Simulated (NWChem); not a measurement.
System: C2H6GeO; SMILES C=C[O][GeH3]

Input file for NWChem:

```
start job
memory heap 200 mb stack 900 mb global 1100 mb
geometry units angstroms noautosym nocenter noautoz
  C      0.046116     2.879305    -0.167998
  C     -0.307731     1.646514     0.196946
  O      0.577843     0.608783     0.262038
  Ge    -0.003123    -1.082736    -0.042803
  H      1.062426     3.110988    -0.470357
  H     -0.683753     3.680987    -0.149809
  H     -1.330231     1.416986     0.509440
  H     -0.200578    -1.290206    -1.563003
  H      1.121042    -1.970450     0.518274
  H     -1.341808    -1.273183     0.711756
end
basis spherical
  C library 6-31g*
  O library 6-31g*
  Ge library 6-31g*
  H library 6-31g*
end
dft
  xc hfexch
  iterations 150
end
property
  shielding
end
task dft property
```

All runs use the structure optimised with B3LYP/6-31G* (spherical d).

GIAO values for the isolated, static molecule; σ is the absolute isotropic shielding, δ = σ(reference) − σ with the isolated reference molecule computed at the same levels (13C: tetramethylsilane, 1H: tetramethylsilane, 17O: water).

Atoms are numbered as in the input.

Task: Predict the main results of this run. (Hartree-Fock/6-31G* (spherical d), GIAO.) Quantities: δ C1 (ppm); δ C2 (ppm); δ O3 (ppm); σ Ge4 (ppm); δ H6 (ppm); δ H7 (ppm); δ H8 (rotor mean) (ppm).

Result: 
```yaml
"δ C1 (ppm)": 94.9
"δ C2 (ppm)": 147.9
"δ O3 (ppm)": 44.6
"σ Ge4 (ppm)": 1710.5
"δ H6 (ppm)": 4.10
"δ H7 (ppm)": 6.45
"δ H8 (rotor mean) (ppm)": 5.28
```
